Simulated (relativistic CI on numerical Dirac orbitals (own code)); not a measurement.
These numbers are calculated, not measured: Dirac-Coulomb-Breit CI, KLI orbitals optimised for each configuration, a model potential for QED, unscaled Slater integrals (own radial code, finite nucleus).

The strongest absorption lines from the ground level of an ion, among the configurations computed and to levels below about 754 eV (vacuum wavelength in Å, gf): 37.049 (0.098), 37.157 (0.44), 37.187 (1.2), 37.931 (1), 45.796 (0.26), 45.849 (0.089), 49.919 (0.23), 58.471 (0.16).

**Question.** Which ion is it?
A. Nd43+
B. Nd45+
C. Te37+
D. Ba41+

**Answer.** B. Nd45+ has 15 electrons and the ground level 3s2 3p3 2P°_3/2; the strongest line goes to 3s2 3p2 3d 2D_3/2. The pattern of lines fixes the number of electrons, and along that sequence the line energies rise steadily with the charge (about as its square where n changes within one kind of shell, about linearly where n is kept but much faster in heavy ions where fine structure, which grows about as Z⁴, sets the gap, and irregularly where shells cross), which fixes Z. Configurations outside the model, such as inner-shell arrays, can give stronger lines. At this charge energies of transitions that change n are usually good to better than 1 %, and those within a shell (Δn = 0) to a few per cent.

LS names give the leading component of a level, which can be under half, so a name can repeat, a term be missing and a line seem to break the LS rules.
